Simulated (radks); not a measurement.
Dispersion coefficients C6 (hartree bohr^6) between ground-configuration atoms and ions, from the Casimir-Polder integral (3/pi) of alpha_A(iw) alpha_B(iw). Method: non-relativistic Kohn-Sham, PBE, spin-polarised, spherical densities, point nucleus; open shells are filled with parallel spins first (spin-orbit coupling, left out, can overturn this in heavy ions); computed with a radial shooting solver on a logarithmic mesh with Libxc functionals. Response by self-consistent Sternheimer equations with the Hartree and adiabatic LDA kernel. For heavy and open-shell atoms this level of theory can miss by tens of per cent.

C6       Tl    Tl+   Tl2+   Tl3+   Tl4+   Tl5+   Tl6+
Tl    995.1
Tl+   473.4  243.4
Tl2+  291.3  154.7  100.4
Tl3+  117.8  70.24  48.50  27.70
Tl4+  93.04  56.25  39.22  22.92  19.04
Tl5+  75.42  46.09  32.39  19.26  16.07  13.60
Tl6+  62.33  38.42  27.17  16.39  13.71  11.64  9.981

Static polarisabilities (bohr^3): Tl ([Hg] 6p1) 87.22, Tl+ ([Hg]) 30.44, Tl2+ ([Xe] 4f14 5d10 6s1) 17.34, Tl3+ ([Xe] 4f14 5d10) 4.844, Tl4+ ([Xe] 4f14 5d9) 3.690, Tl5+ ([Xe] 4f14 5d8) 2.912, Tl6+ ([Xe] 4f14 5d7) 2.356. The combination rule 2 Ca Cb / ((alpha_b/alpha_a) Ca + (alpha_a/alpha_b) Cb) gives 11.63 for Tl5+-Tl6+, against 11.64 from the integral.
